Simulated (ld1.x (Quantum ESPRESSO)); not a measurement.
What one change does to a pseudopotential (Mo, PAW)

```json
{
 "Element": "molybdenum (Mo)",
 "Generator": "ld1.x (Quantum ESPRESSO) 7.5",
 "Type": "PAW",
 "Functional": "Wu–Cohen",
 "Relativity": "scalar-relativistic",
 "Frozen core": "[Kr]",
 "Valence charge": "6",
 "Reference configuration": "4d5 5s0 5p1",
 "Partial waves": "5s (bound, empty): rcut 2.55, rcutus 3.10 bohr; 5s channel at 0.85 Ry: rcut 2.55, rcutus 3.10 bohr; 5p (bound): rcut 2.35, rcutus 3.00 bohr; 5p channel at 0.45 Ry: rcut 2.35, rcutus 3.00 bohr; 4d (bound): rcut 1.60, rcutus 1.95 bohr; 4d channel at 0.15 Ry: rcut 1.60, rcutus 1.95 bohr",
 "Local potential": "all-electron potential smoothed inside 1.90 bohr (lloc = -1)",
 "Core correction": "Bessel-smoothed model core inside 1.95 bohr",
 "Augmentation charge": "BESSEL, radius 1.80 bohr"
}
```

Change: augmentation PSQ, radius 1.55 bohr.

Cutoffs: the cutoffs (Ry, on a coarse ladder) from which the occupation-weighted sum of valence levels, in a spherical-Bessel basis at the reference potential, stays within 10 and 1 mRy of its value at 400 Ry; they do not see the model core or the augmentation charge, which bear on the density cutoff. Errors are all-electron minus pseudo energies relative to the spin-unpolarised reference configuration.

Predict the effect on cutoff, ghosts and configuration errors.

The potential gets neither clearly harder nor softer (30 Ry and 40 Ry → 30 Ry and 40 Ry); both files keep a bound ghost (p, s); the number of tests with a reliable result goes from 7 to 4 (the test run of the changed file stopped, so its transferability is not established); of the 4 tests that both files solve, the error grows in 0 and shrinks in 2 by more than 15 % and 0.3 meV (median size 1.8 → 1.5 meV).

| quantity | base | changed |
| --- | --- | --- |
| cutoff, loose | 30 Ry | 30 Ry |
| cutoff, tight | 40 Ry | 40 Ry |
| bound ghosts | s, p | s, p |
| tests with a reliable result | 7 of 7 | 4 of 7 (the test run stopped) |
| error for 4d5 5s1 5p0, meV [ΔE -3.23 eV] | +1.1 | -0.4 |
| error for 4d5 5s0 5p0, meV [ΔE 3.66 eV] | -2.4 | -2.5 |
| error for 4d4 5s0 5p0, meV [ΔE 19.11 eV] | -69 | -38 |
| error for 4d5 5s0.5 5p0, meV [ΔE -0.49 eV] | -0.2 | -0.5 |
| s: phases at 3.34 bohr within 0.05 rad from the reference energy up to (Ry; the scan ends near 5) | 2.8 | 2.8 |
| p: phases at 3.34 bohr within 0.05 rad from the reference energy up to (Ry; the scan ends near 5) | 3.4 | 3.4 |
| d: phases at 3.34 bohr within 0.05 rad from the reference energy up to (Ry; the scan ends near 5) | to the end of the scan | to the end of the scan |
| lowest overlap eigenvalue by channel | s 0.29, p 0.58, d 0.96 | s 0.29, p 0.58, d 0.96 |

 A true bound ghost makes a file unfit for plane-wave use even where its test errors are small: the radial tests pick states by their node count and pass the ghost by.
